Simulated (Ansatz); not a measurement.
Calculated with Ansatz (gas phase, PBE0-D4/def2-TZVP geometries, no zero-point term in ΔE). CBS: MP2 limit from def2 TZ/QZ plus the TZ coupled-cluster correction, frozen cores. Functionals use def2-TZVPP. One conformer a species, not always the lowest.

`[CH3][AlH][S]C` + `COCF` → `C[S][AlH2]` + `CCOCF`  (formal exchange of groups at the Al–C bond)

`[CH3][AlH][S]C`:

```xyz
11

C    -1.616    0.002    0.620
Al   -0.757    0.950   -0.853
S     1.351    0.645   -1.297
C     1.882   -0.565   -0.044
H    -1.143    0.233    1.580
H    -2.673    0.271    0.698
H    -1.559   -1.083    0.490
H    -1.491    1.978   -1.809
H     2.683   -0.127    0.550
H     2.259   -1.452   -0.551
H     1.066   -0.853    0.617
```

`COCF`:

Cartesian coordinates in Å:
```
C 0.598 0.975 -0.263
O -0.480 0.451 0.487
C -0.697 -0.879 0.288
F 0.316 -1.644 0.838
H 0.465 0.768 -1.332
H 0.602 2.052 -0.104
H 1.552 0.556 0.067
H -0.730 -1.138 -0.780
H -1.626 -1.142 0.798
```

`C[S][AlH2]`:

```xyz
8

C    -0.013    0.622   -1.235
S     1.045   -0.609   -0.409
Al    0.091   -0.826    1.525
H     0.594    1.489   -1.493
H    -0.837    0.938   -0.596
H    -0.415    0.182   -2.147
H    -1.207    0.040    1.803
H     0.743   -1.836    2.551
```

`CCOCF`:

Z-matrix (Å, degrees):
```
C
C 1 1.505
H 1 1.092 2 110.1
H 1 1.091 2 110.6 3 -119.7
H 1 1.092 2 110.8 3 120.1
O 2 1.422 1 108.4 3 180.0
H 2 1.095 1 111.0 3 59.6
H 2 1.099 1 111.0 3 -60.3
C 6 1.361 2 114.3 1 174.8
F 9 1.385 6 111.4 2 71.0
H 9 1.091 6 107.7 2 -171.2
H 9 1.099 6 112.1 2 -47.8
```

| species | r2SCAN0 energy (Eh) |
| --- | --- |
| `[CH3][AlH][S]C` | -721.01557 |
| `COCF` | -254.21859 |
| `C[S][AlH2]` | -681.69771 |
| `CCOCF` | -293.52407 |

Task: Work out ΔE.

Result: ΔE = (-681.69771) + (-293.52407) − (-721.01557) − (-254.21859) = 0.01238 Eh = +32.5 kJ/mol. CCSD(T)/CBS gives +31.2 kJ/mol.

Largest T1 diagnostic among the species: 0.011.

At CCSD(T), def2-SVP lies −13.7 kJ/mol from the extrapolated value and def2-TZVPP −1.1 kJ/mol. In def2-TZVPP, CCSD(T) changes the Hartree–Fock value by +7.9 kJ/mol (the triples alone add +1.0 kJ/mol) and MP2 by +10.6 kJ/mol. Leaving LDA and LC-ωPBE aside and taking each functional with its dispersion term where it has one, the values, not all of them listed here, spread over 10.6 kJ/mol, from B97M-V to r2SCAN-D4. LDA lies −4.8 kJ/mol from PBE without D4.
